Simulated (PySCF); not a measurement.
GaHFCl, SMILES [F][GaH][Cl].

Coordinates come from a PBE-D3(BJ)/def2-TZVP optimisation.

Computed with M06-2X/def2-TZVPD run with PySCF.

Symmetry labels are those of the subgroup Cs that the program uses (full group Cs).

Task: List the valence orbital energies around the gap with their symmetry. (The exact figures need the calculation; the answer reports its results.)

Result: 
| orbital | symmetry | energy (eV) |
|---|---|---|
| HOMO−7 | A' | -24.78 |
| HOMO−6 | A' | -15.44 |
| HOMO−5 | A' | -13.58 |
| HOMO−4 | A" | -13.42 |
| HOMO−3 | A' | -13.04 |
| HOMO−2 | A' | -11.50 |
| HOMO−1 | A" | -11.03 |
| HOMO | A' | -10.76 |
| LUMO | A" | -1.18 |
| LUMO+1 | A' | -0.55 |
| LUMO+2 | A' | 0.42 |
| LUMO+3 | A' | 0.66 |
